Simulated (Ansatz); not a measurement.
Two structures of CH₉GeN, singlet, reached by relaxing down either side of one saddle point (PBE0-D4/def2-TZVP). Energies are electronic, without zero-point energy. Program: Ansatz 0.2.0. Basis: def2-TZVPP and def2-QZVPP. Cores are frozen in the correlated methods. Filled d shells of the heavier atoms are correlated. The def2 sets are not built for correlating such inner shells, so the correlated values are less sure here. Extrapolation: Hartree–Fock as exp(−7.88 √X), correlation as X^−2.97. First:

| atom | x (Å) | y (Å) | z (Å) |
| --- | --- | --- | --- |
| Ge1 | -1.8942 | 0.8300 | 0.2670 |
| H2 | -0.9483 | 0.9637 | 1.4666 |
| H3 | -1.1869 | 1.2257 | -1.0347 |
| H4 | -3.0681 | 1.8126 | 0.4820 |
| H5 | -2.4761 | -0.5846 | 0.1743 |
| H6 | 0.6676 | -1.7364 | 0.5844 |
| N7 | 0.5845 | -1.0599 | -0.1636 |
| C8 | 1.7303 | -0.1668 | -0.1854 |
| H9 | 0.5166 | -1.5815 | -1.0280 |
| H10 | 1.7668 | 0.3960 | 0.7501 |
| H11 | 1.6052 | 0.5605 | -0.9907 |
| H12 | 2.7028 | -0.6592 | -0.3221 |

Second:

```json
{"atom": "Ge1", "x (Å)": "-1.3839", "y (Å)": "0.5789", "z (Å)": "-0.7402"}
{"atom": "H2", "x (Å)": "0.1170", "y (Å)": "-1.1327", "z (Å)": "2.9544"}
{"atom": "H3", "x (Å)": "-1.1824", "y (Å)": "1.3332", "z (Å)": "-2.0777"}
{"atom": "H4", "x (Å)": "-1.5158", "y (Å)": "1.6132", "z (Å)": "0.3890"}
{"atom": "H5", "x (Å)": "-2.6278", "y (Å)": "-0.3164", "z (Å)": "-0.8327"}
{"atom": "H6", "x (Å)": "0.0062", "y (Å)": "-1.0560", "z (Å)": "2.2167"}
{"atom": "N7", "x (Å)": "0.0354", "y (Å)": "-0.5092", "z (Å)": "-0.3067"}
{"atom": "C8", "x (Å)": "1.3540", "y (Å)": "0.0898", "z (Å)": "-0.2255"}
{"atom": "H9", "x (Å)": "0.0475", "y (Å)": "-1.3668", "z (Å)": "-0.8406"}
{"atom": "H10", "x (Å)": "1.3266", "y (Å)": "0.9412", "z (Å)": "0.4606"}
{"atom": "H11", "x (Å)": "1.7532", "y (Å)": "0.4518", "z (Å)": "-1.1844"}
{"atom": "H12", "x (Å)": "2.0700", "y (Å)": "-0.6267", "z (Å)": "0.1872"}
```

Which bonds change from the first to the second?

CH₅N ([CH3][NH2]) + GeH₄ → CH₇GeN ([CH3][NH][GeH3]) + H₂; bonds formed: Ge1–N7, H2–H6; bonds broken: Ge1–H2, H6–N7.

Give the saddle point's structure and its height above each. (Judge from chemistry; the value comes from the calculation.)

By the calculation: 51.77 kcal/mol above the first and 45.02 kcal/mol above the second (CCSD(T) at an estimated basis limit (MP2 extrapolated from triple and quadruple zeta, plus CCSD(T) − MP2 in triple zeta)).
```xyz
12
angstrom
Ge -1.3915 0.3828 -0.0852
H -0.8735 -0.4608 1.7605
H -1.3026 0.7462 -1.6146
H -1.2923 1.7239 0.6449
H -2.6731 -0.4394 0.0612
H -0.0658 -0.8648 0.9860
N 0.2917 -0.6763 -0.1173
C 1.5207 0.1049 -0.2105
H 0.2758 -1.4552 -0.7707
H 1.5570 0.7820 0.6470
H 1.5545 0.6982 -1.1271
H 2.3993 -0.5414 -0.1740
```

T1 diagnostic: at most 0.013.

Labels in which every atom is bracketed show which atoms are joined, not bond orders.

For scale, one of the runs: CCSD(T)/def2-TZVPP, 236 basis functions, launched by `ansatz run in.yaml --threads 4 --pin off --events-out ev --progress --plain --max-ram 9574MiB`. The run took 120 s on 4 CPU threads of an Arm Neoverse V2 (shared host), with 4.4 GiB of host memory at its peak.
